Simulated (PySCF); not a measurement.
A structure optimised at PBE0-D3(BJ)/def2-TZVPD, used in a PySCF frequency run:

```
C
H 1 1.0959
H 1 1.0959 2 107.37
H 1 1.0959 2 107.37 3 -115.20
Be 1 1.6838 2 111.50 3 122.40
```
Charge 0, spin multiplicity 2.

Question: Write its SMILES, formula and point group.

Answer: [Be][CH3], CH3Be, C3v

Question: What are its rotational constants (standard atomic weights)?

Answer: 160.72, 25.909, 25.909 GHz
